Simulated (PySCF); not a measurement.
Ge(H)(vinyl)(NH2)2 (C2H8GeN2), SMILES C=[CH][GeH]([NH2])[NH2]. Geometry: PBE-D3(BJ)/def2-SVP. The values are those of a single conformer.

Computed equilibrium geometry at PBE-D3(BJ)/def2-SVP (PySCF confirms it by a frequency run) as bond lengths and angles (one conformer of several):
Atoms: Ge1 N2 N3 C4 C5 H6 H7 H8 H9 H10 H11 H12 H13. Bond lengths (Å): Ge1–N2 1.851, Ge1–N3 1.865, Ge1–C4 1.957, Ge1–H6 1.553, N2–H7 1.026, N2–H8 1.027, N3–H9 1.028, N3–H10 1.028, C4–C5 1.346, C4–H11 1.107, C5–H12 1.105, C5–H13 1.105. Angles (°): N2–Ge1–N3 108.4, N2–Ge1–C4 107.5, N2–Ge1–H6 111.2, N3–Ge1–C4 116.4, N3–Ge1–H6 104.8, C4–Ge1–H6 108.6, Ge1–N2–H7 113.3, Ge1–N2–H8 112.6, H7–N2–H8 108.3, Ge1–N3–H9 113.3, Ge1–N3–H10 112.7, H9–N3–H10 107.3, Ge1–C4–C5 122.1, Ge1–C4–H11 119.0, C5–C4–H11 118.8, C4–C5–H12 121.6, C4–C5–H13 122.5, H12–C5–H13 116.0.
Charge 0, spin multiplicity 1.
